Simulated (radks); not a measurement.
Problem. Numerical settings for the neodymium ion Nd3+, [Xe] 4f3. Calculated with a radial shooting solver on a logarithmic mesh with Libxc functionals: Dirac Kohn-Sham, PBE, spin-unpolarised, spherical densities, finite nucleus; open shells fill j = l - 1/2 first; Fermi nuclear charge, rms radius 4.9123 fm. The defaults (mesh step 0.008 in ln r, mesh end at 40 bohr or more with all orbitals vanishing there, Anderson mixing 0.5 over 9 steps, residual threshold near 1e-9 with the energy settled to 1e-9 hartree or 1e-11 of itself, here a cap of 70 iterations) give E = -9627.9462 hartree and 4f5/2 at -30.930 eV in 14 iterations. Run on one thread of a shared host, so times are rough (Arm Neoverse N1): 0.18 s of CPU time, 0.18 s wall, 14 iterations on 2213 mesh points. One setting is changed at a time: mesh step in ln r 0.012; mesh step in ln r 0.2; mesh step in ln r 0.12; mesh end (bohr) 3; mesh end (bohr) 8; residual threshold 1e-13; residual threshold 0.001; mixing 1.5; linear mixing, mixing 0.5; linear mixing, mixing 0.8; mixing history 3; iteration cap 5. Which runs fail to converge, and which converge to a wrong energy?

Solution. Not converged within the cap: mesh step in ln r 0.2; mesh step in ln r 0.12; iteration cap 5. Settings that end as converged yet miss the energy by more than 1 mhartree: mesh end (bohr) 3 (+0.586 hartree).
